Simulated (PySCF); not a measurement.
```xyz
5
charge 0 multiplicity 1, angstrom
Nb   -0.1721    0.0000    0.1243
O    -1.5495    0.0000    1.1184
Cl   -0.2546    1.8971   -1.1670
Cl   -0.2546   -1.8971   -1.1670
Cl    1.6685    0.0000    1.4973
```

All numbers come from PySCF, PBE, basis Nb def2-SVP with ECP28, O def2-SVP, Cl def2-SVP (scalar-relativistic core potentials, no spin–orbit coupling, density fitting).

This geometry of NbOCl₃ is a stationary point at this level.

(1) What is the point group?

(2) Is it a minimum?

(3) What are the dipole moment and the gap between the highest occupied and lowest empty levels?

(4) Give the atomic charges and bond orders.

Results:

(1) C3v.

(2) Yes: all harmonic wavenumbers are real.

(3) 1.13 D and 4.26 eV.

(4) 
| atom | Mulliken | Löwdin | polar tensor | Mayer order to Nb1 |
| --- | --- | --- | --- | --- |
| Nb1 | 0.67 | -0.58 | 1.93 | – |
| O2 | -0.22 | -0.04 | -0.60 | 2.33 |
| Cl3,4,5 | -0.15 | 0.21 | -0.44 | 1.29 |

Stability towards spin polarisation was not tested. Only a few start shapes were tried, so a lower isomer may exist.
